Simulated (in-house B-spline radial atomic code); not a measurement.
A radial electron density 4πr²n(r) was computed for an atom or ion in its tabulated ground configuration with an all-electron radial atomic-structure program (B-spline basis); method: Dirac-Hartree-Fock, average of configuration. Columns: r (bohr), 4πr²n(r) (electrons per bohr), bar.

```
 0.00295   0.8496 #
 0.00362    1.233 ##
 0.00444    1.776 ###
 0.00544    2.532 ####
 0.00667    3.577 #####
 0.00818    4.991 #######
    0.01    6.823 ##########
  0.0123    9.236 ##############
  0.0151    12.18 ##################
  0.0185    15.56 #######################
  0.0226    19.16 ############################
  0.0278    22.78 ##################################
   0.034    25.66 ######################################
  0.0417    27.32 ########################################
  0.0512    27.26 ########################################
  0.0627    25.54 ######################################
  0.0769    22.93 ##################################
  0.0943    20.94 ###############################
   0.116    21.12 ###############################
   0.142    23.86 ###################################
   0.174    27.74 #########################################
   0.213    29.82 ############################################
   0.261    27.62 #########################################
    0.32    21.19 ###############################
   0.392    13.81 ####################
   0.481    9.414 ##############
    0.59     9.38 ##############
   0.723    11.24 #################
   0.886    11.61 #################
    1.09    9.347 ##############
    1.33    6.023 #########
    1.63    3.242 #####
       2    1.723 ###
    2.45    1.118 ##
    3.01   0.8434 #
    3.69    0.606 #
    4.52    0.363 #
    5.54    0.168 
     6.8  0.05605 
    8.33  0.01279 
    10.2 0.001822 
    12.5 0.0001439
```

**Question.** Which atom or ion is it?
A. V
B. Fe+
C. Cr
D. Ti

**Answer.** A. The area under the curve, ∫4πr²n dr = ∫r·4πr²n d(ln r) on this logarithmic grid, is 23 electrons, which only this option has. The configuration is [Ar] 3d3 4s2.
